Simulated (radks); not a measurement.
Results of a calculation; reference values are marked as such.
All-electron atom: S3+ in [Ne] 3s2 3p1 (the NIST ground configuration).

Level of theory: non-relativistic Kohn-Sham, TPSS, spin-unpolarised, spherical densities, point nucleus; meta-GGA in the generalised Kohn-Sham scheme (a radial shooting solver on a logarithmic mesh with Libxc functionals).

Energy parts (eV):
| part | energy |
|---|---|
| total | -10764.667 |
| kinetic | 10752.642 |
| electron-nucleus | -25084.218 |
| Hartree | 4232.426 |
| exchange-correlation | -665.516 |

Orbitals (lengths in bohr, moments of r in powers of bohr; <r^-3> diverges for s and p1/2; r(max) is where P^2 peaks):
\begin{tabular}{lrrrrr}
orbital & occ. & eigenvalue (eV) & <r^4> & r(max) & <r^-3> \\ \hline
1s & 2 & -2449.101 & 0.0004155 & 0.06372 & - \\
2s & 2 & -253.8973 & 0.1343 & 0.3886 & - \\
2p & 6 & -198.9698 & 0.1267 & 0.3252 & 80.72 \\
3s & 2 & -52.3042 & 10.95 & 1.342 & - \\
3p & 1 & -40.2609 & 16.59 & 1.444 & 8.376 \\
3d & 0 & -23.8183 & 41.01 & 1.655 & 0.5095 \\
4s & 0 & -18.8829 & 273.6 & 3.336 & - \\
\end{tabular}

The highest occupied level is 3p at -40.261 eV. Virial ratio -V/T = 2.00112. Summed over all electrons, <r^2> = 10.55 bohr^2, which gives a Langevin (diamagnetic) susceptibility term of -8.36 x 10^-6 cm^3/mol. The density falls to 0.001 e/bohr^3 at r = 3.10 bohr. The electron density at the nucleus is 2678 e/bohr^3. For comparison, the ionisation energy in NIST's Atomic Spectra Database is 47.22 eV (semi-empirical). In exact Kohn-Sham theory the highest level is minus the ionisation energy, but local and semilocal functionals leave it too shallow, through self-interaction and a potential that decays too fast; potentials with the right tail come closer.

Beside tabulated values, note that spin-unpolarised runs miss the spin-polarisation part of the exchange energy of open shells.
